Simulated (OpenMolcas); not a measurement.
# Ni6+, Pd6+, Pt6+: d⁴ down the group

```
Program             : OpenMolcas
Method              : CASSCF
Basis               : ANO-R2
Scalar Hamiltonian  : X2C, finite nucleus
Spin-orbit coupling : state interaction with AMFI integrals over the reference wave functions, term energies averaged over their components
```

Active space for each ion: 4 electrons in 5 orbitals (d).

Computed levels in cm-1 above ⁵D₀:

```csv
Level,Ni6+,Pd6+,Pt6+
⁵D₁,279,880,6685
⁵D₂,812,2281,12350
⁵D₃,1563,3960,16638
⁵D₄,2497,5798,19217
³H₄,33978,24148,29457
³H₅,34581,26145,36713
³H₆,35218,27629,39797
³P₁(1),37375,27353,37827
³F₂(1),39266,29037,36449
weight of ⁵D in the lowest level (%),100,95,63
```

Mixed levels, with the weight of the term that names them: Pt6+ ⁵D₀ (63 %), Pt6+ ⁵D₄ (63 %), Pt6+ ³H₄ (56 %), Pt6+ ³H₆ (72 %), Pt6+ ³P₁(1) (75 %), Pt6+ ³F₂(1) (66 %).

Measured, with the error of the calculation in %. Measured levels: Ni6+ from Corliss and Sugar, J. Phys. Chem. Ref. Data 10, 197 (1981).

```
 Level           Ni6+
   ⁵D₁     279 (-0.1)
   ⁵D₂     804 (+1.0)
   ⁵D₃    1520 (+2.8)
   ⁵D₄    2392 (+4.4)
   ³H₄   31672 (+7.3)
   ³H₅   32286 (+7.1)
   ³H₆   32877 (+7.1)
³P₁(1)  31836 (+17.4)
³F₂(1)  34247 (+14.7)
```

The fine-structure level ⁵D₄ changes by a factor of 7.7 from Ni6+ to Pt6+.

Without spin-orbit coupling ³H lies 33206, 22842, 20949 cm-1 above ⁵D in that order; the difference to the level ³H₄, of either sign, comes from spin-orbit coupling, which also lowers the zero.

Without dynamic correlation excited terms often stand tens of per cent too high (terms of higher spin than the ground term too low), and those without a measured partner can miss by more than the paired ones. Computed and measured levels are paired by configuration, term and J; levels that our copy of the source lacks, or whose pairing is in doubt (as where it misses far off the trend of its configuration), stay unpaired and out of the deviations. Only configurations of the active space appear.

A number in round brackets counts repeated terms of one configuration in the order of the reference energies.
